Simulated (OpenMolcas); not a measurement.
A run on Cu3+ among 6 point charges of -2 e arranged as a tetragonal octahedron (D4h), 1.65 Å from the ion, with the axial distance 1.700 Å.

* Program: OpenMolcas
* Method: SS-CASPT2, IPEA 0.25 Eh, imaginary shift 0.1 Eh (closed shells correlated: 3s 3p)
* Basis: ANO-RCC-VTZP [6s5p3d2f1g]
* Scalar Hamiltonian: DKH2, point nucleus
* Active space: 8 electrons in 5 orbitals (3d)
* State averaging: 2S+1 = 3 even, 10 roots; 2S+1 = 1 even, 15 roots
* Spin-orbit coupling: RASSI with atomic mean-field integrals over the reference wave functions

First CASPT2 step and the start of its output:

```
&CASPT2
Multistate=10 1 2 3 4 5 6 7 8 9 10
NoMult
Frozen=2 3
IPEA=0.25
Imaginary=0.1
MaxIter=60
WThr=0.0 0.3 0.05
PrWF=0.5
NoMix
```

```
--- CASPT2 ---
Orbital specifications:
      -----------------------

      Symmetry species                           1   2
                                                ag  au
      Frozen orbitals                            2   3
      Inactive orbitals                          1   3
      Active orbitals                            5   0
      Secondary orbitals                        22  23
      Deleted orbitals                           0   0
      Number of basis functions                 30  29
Type of calculation                        SS-CASPT2
      Fock operator                              state-specific
      IPEA shift                                 0.25
      Real shift                                 0.00
      Imaginary shift                            0.10
      The input orbitals will be transformed to quasi-canonical
Reference energy:       -1662.5020603076
      E2 (Non-variational):      -0.6685009709
      Shift correction:          -0.0300283830
      E2 (Variational):          -0.6985293539
      Total energy:           -1663.2005896615
      Residual norm:              0.0000001502
      Reference weight:           0.73290
      Contributions to the CASPT2 correlation energy
      Active & Virtual Only:         -0.3146721067
      One Inactive Excited:          -0.2640667273
      Two Inactive Excited:          -0.0897621369
Reference energy:       -1662.4915005124
      E2 (Non-variational):      -0.7709483308
      Shift correction:          -0.0077726007
      E2 (Variational):          -0.7787209315
      Total energy:           -1663.2702214439
      Residual norm:              0.0000000313
      Reference weight:           0.72904
      Contributions to the CASPT2 correlation energy
      Active & Virtual Only:         -0.3990840334
...
```

Over all roots the printed reference weights run from 0.01 to 0.85, and roots that are degenerate in the reference spread by up to 0.23 cm-1.

Problem. Did the run give usable levels, and if not, why?

Solution. No. The equations converged, but the reference weight falls to 0.01 for at least one root against 0.85 for the best. A drop of that size marks an intruder state, so the energies of such roots and the levels built on them can't be trusted.
